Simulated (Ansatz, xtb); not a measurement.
**Relative energy of two conformers of CH3BF3Ge+**

Structure X is `[CH3][Ge+]([F])[B](F)F`, a singlet and structure Y is `[CH3][Ge+]([F])[B](F)F`, a singlet. Both are isolated ions in the gas phase, relaxed with r2SCAN-D4/def2-SVP.

X (Å):

```xyz
9

C    -0.8797    0.7006    0.0389
B     1.6987    1.2541   -2.6879
F    -0.5746    3.1254   -1.6438
F     1.4183    0.6877   -3.8157
F     2.8663    1.6526   -2.3022
Ge    0.0823    1.5765   -1.3466
H    -0.2434   -0.0243    0.5684
H    -1.2894    1.4642    0.7192
H    -1.7196    0.1614   -0.4392
```

Y (Å):

| atom | x (Å) | y (Å) | z (Å) |
| --- | --- | --- | --- |
| C | -1.6630 | -0.2413 | -0.0220 |
| B | 2.1124 | -0.2794 | 0.1056 |
| F | 0.1269 | 2.1161 | -0.3607 |
| F | 3.0382 | 0.6184 | 0.1282 |
| F | 2.2777 | -1.5597 | 0.1866 |
| Ge | 0.1112 | 0.4323 | -0.0863 |
| H | -1.7012 | -1.2749 | -0.3996 |
| H | -2.3241 | 0.4309 | -0.5907 |
| H | -1.9781 | -0.2423 | 1.0390 |

Which of the two would you expect CCSD(T)/def2-SVP + ΔMP2/def2-TZVPP electronic energies to favour?

Too close to call at this level: CCSD(T)/def2-SVP + ΔMP2/def2-TZVPP gives E(Y) − E(X) = +0.16 kcal/mol.

The same difference at several levels:

| level | geometry | E(Y) − E(X) (kcal/mol) | departure from the last row (kcal/mol) | job, with rough time for the two |
| --- | --- | --- | --- | --- |
| r2SCAN-D4/def2-SVP | r2SCAN-D4/def2-SVP | +0.11 | −0.05 | optimisation, 72 s |
| HF/def2-SVP | r2SCAN-D4/def2-SVP | +0.39 | +0.23 | part of the CCSD(T) run |
| MP2/def2-SVP | r2SCAN-D4/def2-SVP | +0.03 | −0.13 | part of the CCSD(T) run |
| CCSD(T)/def2-SVP | r2SCAN-D4/def2-SVP | +0.03 | −0.13 | single point |
| CCSD(T)/def2-SVP + ΔMP2/def2-TZVPP | r2SCAN-D4/def2-SVP | +0.16 |  | single point, 12 s |

The largest departure from CCSD(T)/def2-SVP + ΔMP2/def2-TZVPP is that of HF/def2-SVP, 0.23 kcal/mol. A small imaginary or near-zero mode remains, so no thermal terms are given. Levels run at GFN2-xTB geometries aren't shown. The last row adds to CCSD(T) the change of the MP2 difference between the two basis sets, here +0.13 kcal/mol.

The correlated steps freeze 14 core orbitals; the filled d shell of Ge is correlated, in a basis made for valence electrons. Run with Ansatz 0.2.0; the last row on 8 threads of Intel(R) Xeon(R) Platinum 8488C (Sapphire Rapids) on a shared host.
